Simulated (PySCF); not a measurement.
Compound: [PtCl6]2- (charge -2 and singlet state).
SMILES: `[Cl][Pt-2]([Cl])([Cl])([Cl])([Cl])[Cl]`

Level of theory: PySCF, PBE0-D3(BJ)/def2-SVP geometry optimisation, gas phase, def2 core potentials past Kr.

Masses are those of the commonest isotopes; rigid-rotor values at the optimised geometry. 

**Question.** Give the principal moments of inertia and the rotational constants in MHz.

**Answer.** Ia = 777.34, Ib = 779.46, Ic = 780.99 u·Å²; 505379 MHz·u·Å²/I gives A = 650.1, B = 648.4, C = 647.1 MHz.

**Question.** What kind of rotor is it?

**Answer.** A spherical top, as the point group Oh requires three equal moments; the computed ones differ by 0.47 % because the geometry is symmetric only within the optimiser's tolerance.

The point group Oh allows no dipole (computed: 0.00 D (about the centre of mass, as the species is charged)), so a rigid rotor has no electric-dipole lines.

**Question.** Estimate the classical rotational partition function at 25 K, 50 K and 500 K.

**Answer.** Point group Oh, symmetry number σ = 24; q = (√π/σ)·√((kT/h)³/(ABC)), k/h = 20836.6 MHz/K: 1680 at 25 K, 4760 at 50 K, 150000 at 500 K.

No frequency check. Whether so highly charged an anion holds all its electrons in the gas phase wasn't checked; a finite basis holds them in any case. No counter-ion or solvent screens the charge of this multiply charged ion. The geometry's basis has no diffuse functions, a weakness for an anion. No vibrational averaging or centrifugal distortion is included, and the geometry carries the error of its method.
